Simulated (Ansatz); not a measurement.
Reaction (ligand exchange at a Ge–Cl bond): `B[CH2][GeH2][Cl]` + H₂Se → `B[CH2][GeH2][SeH]` + HCl

Gas-phase electronic energies from Ansatz, PBE0-D4/def2-TZVP geometries. CCSD(T)/CBS is the MP2 limit (def2-TZVPP, def2-QZVPP) plus CCSD(T) − MP2 in def2-TZVPP, frozen cores. This one scheme is used for every species. DFT in def2-TZVPP. For Ge, Se outer-core shells are correlated without core-valence functions, which leaves a few kJ/mol of doubt a bond. Scalar relativity is left out up to krypton. One conformer a species, not always the lowest.

(1) Is it downhill or uphill in electronic energy at CCSD(T)/CBS, and by how much? (Best estimate.)

(2) What do these levels give: r2SCANh-D4, BHLYP-D4, r2SCAN, r2SCANh, MP2/def2-SVP, CCSD/def2-SVP, CCSD(T)/def2-SVP, SCS-MP2/def2-TZVPP, CCSD/def2-TZVPP, HF/def2-QZVPP, HF/CBS(def2), MP2/CBS(def2)? (Estimate.)

Largest T1 diagnostic among the species: 0.010.

Results:

(1) Computed: Uphill: ΔE = +13.0 kJ/mol.

(2) The calculation gave: r2SCANh-D4 16.6, BHLYP-D4 18.3, r2SCAN 17.6, r2SCANh 17.5, MP2/def2-SVP 16.1, CCSD/def2-SVP 20.8, CCSD(T)/def2-SVP 19.1, SCS-MP2/def2-TZVPP 16.2, CCSD/def2-TZVPP 16.0, HF/def2-QZVPP 32.2, HF/CBS(def2) 32.3, MP2/CBS(def2) 10.8 kJ/mol.

The D4 term adds −5.9 kJ/mol with B3LYP and −3.2 kJ/mol with PBE0; it sums over pairs of atoms, weighted by their polarisabilities, and B3LYP, whose exchange is more repulsive, gets the larger term. Leaving LDA and LC-ωPBE aside and taking each functional with its dispersion term where it has one, the values, not all of them listed here, spread over 12.4 kJ/mol, from revPBE-D4 to B97M-V. LDA lies −4.3 kJ/mol from PBE without D4. In def2-TZVPP, CCSD(T) changes the Hartree–Fock value by −17.4 kJ/mol (the triples alone add −2.0 kJ/mol) and MP2 by −19.6 kJ/mol.

B3LYP here is the variant with VWN-RPA as its local correlation; programs differ in this.
